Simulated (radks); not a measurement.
Q: These are the eigenvalues of the occupied orbitals of an atom or ion with whole-number occupations (eV). All-electron calculation, non-relativistic Kohn-Sham, PBE, spin-unpolarised, spherical densities, point nucleus. Program: a radial shooting solver on a logarithmic mesh with Libxc functionals.

| orbital | eigenvalue |
|---|---|
| 1s | -41125.19 |
| 2s | -6449.177 |
| 2p | -6112.672 |
| 3s | -1399.291 |
| 3p | -1252.352 |
| 3d | -978.7164 |
| 4s | -278.7843 |
| 4p | -223.1067 |
| 4d | -124.9879 |
| 5s | -42.0436 |
| 5p | -27.4225 |
| 4f | -10.4528 |
| 6s | -7.7763 |

Which element is it, and in what charge state? The configuration may be excited.

A: Z = 60, neodymium, charge +1: Nd+ in [Xe] 4f4 6s1. The list shows which subshells hold electrons but not how many an open one holds; the 1s level, -1511.3 hartree, gives Z - s = 55.0 by -(Z - s)^2/2, which with screening narrows Z to a few neighbours, and the depths of the outer levels then fix element, charge and occupations together.
